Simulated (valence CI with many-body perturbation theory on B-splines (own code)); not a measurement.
# Pr³⁷⁺: E2, M1 decay

Computed by relativistic CI+MBPT: four valence electrons over a frozen Dirac-Fock core [Ar], radial functions for each j: 7 s, 7 p, 8 d, 6 f, 4 g, 1 h, with the one-electron correlation potential Σ1, the two-electron term Σ2, the three-electron term Σ3, Breit, model QED; selected CI, second order for the rest, scaled by the run's own slope (own B-spline code, finite nucleus).

The last digits are not significant, and no measured levels were compared; by estimate large intervals hold to a few tenths of a per cent, small ones and those within an open d or f shell to about a per cent. Only levels of the ground parity were solved; by the run's estimate the other parity begins above the list, which can be wrong where configurations are misplaced.

Lines 51 to 100 of 120 in falling wavelength, among levels below 137.03 eV, chosen from the decays that carry over 1 % of a level's rate. Wavelengths and rates use the calculated energies. Electric multipoles are in the length gauge, E1 and E2 with the static RPA response of the core. S is in atomic units (e²a₀⁴ for E2 and M2, e²a₀⁶ for E3), for M1 in squared Bohr magnetons. Weak lines are less certain than strong ones. Lines between different terms over intervals too small for the method are left out, as are lines whose strength nearly cancels. The highest levels of a list are the least certain.

Levels are named by their leading jj configuration (3d3/2^4 stands for four electrons in 3d with j = 3/2), which in mixed levels can hold well under half, so a name can repeat and another be missing. Letters in brackets count levels of one name in rising energy.

```
λ vac (nm)                      Upper                      Lower  Type   A (s⁻¹)  S (a.u.)
     50.03      (3d3/2^2 3d5/2^2) J=6        (3d3/2^3 3d5/2) J=4    E2  1.18e+00  4.30e-04
     49.99  (3d3/2^2 3d5/2^2) J=0 [a]        (3d3/2^3 3d5/2) J=1    M1  3.20e+05  1.48e+00
     49.89    (3d3/2 3d5/2^3) J=3 [a]  (3d3/2^2 3d5/2^2) J=3 [a]    M1  1.13e+05  3.64e+00
     48.85        (3d3/2 3d5/2^3) J=5      (3d3/2^2 3d5/2^2) J=5    M1  4.09e+04  1.95e+00
     48.83      (3d3/2^2 3d5/2^2) J=1        (3d3/2^3 3d5/2) J=2    M1  1.38e+05  1.79e+00
     48.34    (3d3/2 3d5/2^3) J=2 [a]  (3d3/2^2 3d5/2^2) J=2 [b]    M1  4.64e+04  9.71e-01
     48.26    (3d3/2 3d5/2^3) J=2 [b]    (3d3/2 3d5/2^3) J=3 [a]    M1  2.94e+04  6.12e-01
     48.14  (3d3/2^2 3d5/2^2) J=4 [b]        (3d3/2^3 3d5/2) J=3    M1  1.74e+04  6.46e-01
     47.97    (3d3/2 3d5/2^3) J=3 [a]  (3d3/2^2 3d5/2^2) J=2 [a]    M1  1.49e+05  4.26e+00
     47.72    (3d3/2 3d5/2^3) J=2 [a]  (3d3/2^2 3d5/2^2) J=3 [b]    M1  6.92e+04  1.39e+00
     47.01        (3d3/2 3d5/2^3) J=6      (3d3/2^2 3d5/2^2) J=5    M1  6.76e+04  3.39e+00
     46.75  (3d3/2^2 3d5/2^2) J=3 [b]        (3d3/2^3 3d5/2) J=3    M1  8.91e+03  2.36e-01
     46.26    (3d3/2 3d5/2^3) J=3 [b]  (3d3/2^2 3d5/2^2) J=2 [b]    M1  3.40e+04  8.74e-01
     46.16  (3d3/2^2 3d5/2^2) J=2 [b]        (3d3/2^3 3d5/2) J=3    M1  5.49e+02  1.00e-02
     45.97  (3d3/2^2 3d5/2^2) J=4 [c]  (3d3/2^2 3d5/2^2) J=3 [a]    M1  5.11e+04  1.65e+00
     45.69    (3d3/2 3d5/2^3) J=3 [b]  (3d3/2^2 3d5/2^2) J=3 [b]    M1  6.89e+04  1.71e+00
     45.31    (3d3/2 3d5/2^3) J=3 [c]    (3d3/2 3d5/2^3) J=4 [a]    M1  4.13e+04  9.97e-01
     44.75  (3d3/2^2 3d5/2^2) J=2 [a]        (3d3/2^3 3d5/2) J=1    M1  1.45e+05  2.41e+00
     44.44    (3d3/2 3d5/2^3) J=3 [b]  (3d3/2^2 3d5/2^2) J=4 [b]    M1  2.51e+04  5.72e-01
     44.09        (3d3/2 3d5/2^3) J=0      (3d3/2^2 3d5/2^2) J=1    M1  1.59e+05  5.04e-01
     44.01  (3d3/2^2 3d5/2^2) J=4 [b]        (3d3/2^3 3d5/2) J=4    M1  8.43e+02  2.40e-02
     43.58    (3d3/2 3d5/2^3) J=3 [c]  (3d3/2^2 3d5/2^2) J=2 [c]    M1  4.39e+04  9.42e-01
     43.52    (3d3/2 3d5/2^3) J=4 [b]    (3d3/2 3d5/2^3) J=4 [a]    M1  8.84e+04  2.43e+00
     42.87  (3d3/2^2 3d5/2^2) J=4 [c]  (3d3/2^2 3d5/2^2) J=4 [a]    M1  1.03e+05  2.72e+00
     42.84  (3d3/2^2 3d5/2^2) J=3 [b]        (3d3/2^3 3d5/2) J=4    M1  7.02e+04  1.43e+00
     42.78    (3d3/2 3d5/2^3) J=1 [b]  (3d3/2^2 3d5/2^2) J=2 [c]    M1  6.50e+04  5.66e-01
     41.89    (3d3/2 3d5/2^3) J=1 [a]  (3d3/2^2 3d5/2^2) J=2 [a]    M1  1.36e+05  1.11e+00
     41.70  (3d3/2^2 3d5/2^2) J=2 [d]  (3d3/2^2 3d5/2^2) J=3 [a]    M1  4.79e+02  6.44e-03
     41.63  (3d3/2^2 3d5/2^2) J=3 [b]        (3d3/2^3 3d5/2) J=2    M1  4.28e+03  8.01e-02
     41.17  (3d3/2^2 3d5/2^2) J=2 [b]        (3d3/2^3 3d5/2) J=2    M1  1.49e+04  1.93e-01
     40.82    (3d3/2 3d5/2^3) J=2 [a]      (3d3/2^2 3d5/2^2) J=1    M1  4.89e+04  6.17e-01
     40.70        (3d3/2 3d5/2^3) J=5  (3d3/2^2 3d5/2^2) J=4 [a]    M1  2.10e+04  5.79e-01
     40.36  (3d3/2^2 3d5/2^2) J=2 [d]  (3d3/2^2 3d5/2^2) J=2 [a]    M1  1.09e+03  1.33e-02
     38.72    (3d3/2 3d5/2^3) J=2 [b]  (3d3/2^2 3d5/2^2) J=2 [c]    M1  5.88e+04  6.32e-01
     38.15    (3d3/2 3d5/2^3) J=1 [a]  (3d3/2^2 3d5/2^2) J=0 [a]    M1  1.50e+05  9.28e-01
     34.92    (3d3/2 3d5/2^3) J=2 [a]  (3d3/2^2 3d5/2^2) J=3 [a]    M1  8.39e+04  6.62e-01
     34.91  (3d3/2^2 3d5/2^2) J=2 [c]        (3d3/2^3 3d5/2) J=3    M1  1.69e+05  1.33e+00
     33.88    (3d3/2 3d5/2^3) J=4 [a]        (3d3/2^3 3d5/2) J=3    M1  3.88e+04  5.03e-01
     33.82    (3d3/2 3d5/2^3) J=3 [b]  (3d3/2^2 3d5/2^2) J=3 [a]    M1  2.18e+04  2.18e-01
     32.94    (3d3/2 3d5/2^3) J=1 [b]  (3d3/2^2 3d5/2^2) J=2 [b]    M1  5.32e+03  2.11e-02
     32.93    (3d3/2 3d5/2^3) J=3 [b]  (3d3/2^2 3d5/2^2) J=2 [a]    M1  5.01e+03  4.64e-02
     32.45    (3d3/2 3d5/2^3) J=3 [c]  (3d3/2^2 3d5/2^2) J=4 [b]    M1  7.07e+03  6.27e-02
     32.15  (3d3/2^2 3d5/2^2) J=2 [b]        (3d3/2^3 3d5/2) J=1    M1  1.20e+04  7.39e-02
     32.15    (3d3/2 3d5/2^3) J=4 [b]  (3d3/2^2 3d5/2^2) J=3 [b]    M1  5.00e+04  5.55e-01
     32.11    (3d3/2 3d5/2^3) J=3 [b]  (3d3/2^2 3d5/2^2) J=4 [a]    M1  2.92e+04  2.51e-01
     31.98  (3d3/2^2 3d5/2^2) J=2 [c]        (3d3/2^3 3d5/2) J=2    M1  3.41e+04  2.07e-01
     30.48    (3d3/2 3d5/2^3) J=2 [b]  (3d3/2^2 3d5/2^2) J=2 [b]    M1  8.30e+03  4.35e-02
     30.23    (3d3/2 3d5/2^3) J=2 [b]  (3d3/2^2 3d5/2^2) J=3 [b]    M1  2.72e+04  1.39e-01
     29.63    (3d3/2 3d5/2^3) J=3 [a]        (3d3/2^3 3d5/2) J=3    M1  5.87e+03  3.96e-02
     29.26    (3d3/2 3d5/2^3) J=1 [b]      (3d3/2^2 3d5/2^2) J=1    M1  3.39e+04  9.44e-02
```
